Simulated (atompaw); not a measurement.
Pseudopotential generation for fluorine (F): PAW (atompaw), PBE, scalar-relativistic.

| Item | Value |
| --- | --- |
| Element | F (Z = 9) |
| Generator | atompaw 4.2.0.5 |
| Type | PAW |
| Functional | PBE |
| Relativity | scalar-relativistic |
| Frozen core | [He] |
| Valence charge | 7 |
| Reference configuration | 2s2 2p3 (charge +2) |
| Partial waves | 2s (bound); 2s channel at -4.5 Ry; 2p (bound); 2p channel at -3.3 Ry |
| Local potential | bessel scheme, radius 1.30 bohr |
| Core correction | smooth core density matched at 0.95 bohr |
| Augmentation charge | gaussian compensation charge, radius 1.15 bohr; PAW radius 1.45 bohr; waves and projectors: bloechl |

All-electron outer shells of the reference configuration (PBE, scalar-relativistic, ld1.x):

```json
{"shell": "2s", "level (eV)": "-67.99", "outermost node (bohr)": "0.24", "outermost maximum (bohr)": "0.73"}
{"shell": "2p", "level (eV)": "-49.00", "outermost node (bohr)": "–", "outermost maximum (bohr)": "0.66"}
```

(1) Estimate the cutoffs (Ry, on a coarse ladder) from which the occupation-weighted sum of valence levels, in a spherical-Bessel basis at the reference potential, stays within 10 and 1 mRy of its value at 400 Ry.

(2) What does a ghost test show?

(3) Is the overlap operator S = 1 + Σ q|β⟩⟨β| positive definite (Bessel basis up to 400 Ry)?

(4) Which valence shell sets the plane-wave cutoff?

Results:

(1) 45 Ry and 60 Ry.

(2) No extra level below or beside the all-electron valence levels (s, p, d, f tested).

(3) Barely: its lowest eigenvalue is 0.001 (s channel).

(4) 2p: its level needs 50 Ry to come within 1 mRy, against 30 Ry for 2s.
